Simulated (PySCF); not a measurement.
Computed IR spectrum (relative IR intensity) of a molecule C5H7F. The structure is a stationary point at PBE0-D3(BJ)/def2-SVP. The values are those of a single conformer. Calculation: PBE0-D3(BJ)/def2-SVP (PySCF). Harmonic, unscaled wavenumbers; measured fundamentals usually lie a few per cent lower.

Lines under 2 % of the strongest are left out, and lines within 2 cm⁻¹ are merged.

```
ν (cm⁻¹)  relative intensity
--------  ------------------
177                      2.4
699                      6.0
896                       21
927                       37
967                       12
1027                      16
1040                     5.8
1051                      11
1185                      12
1228                     8.5
1295                      11
1348                      31
1410                      44
1431                      22
1436                     7.5
1786                     100
3054                      14
3133                     3.6
3163                     2.9
3191                     2.9
3213                     5.8
3269                     4.7
```

Question: Which structure fits?
A. C=CC1(F)CC1
B. C=C/C=C(/C)F
C. C[C@@]1(F)C=CC1
D. CCC=C=CF

Answer: B, C=C/C=C(/C)F
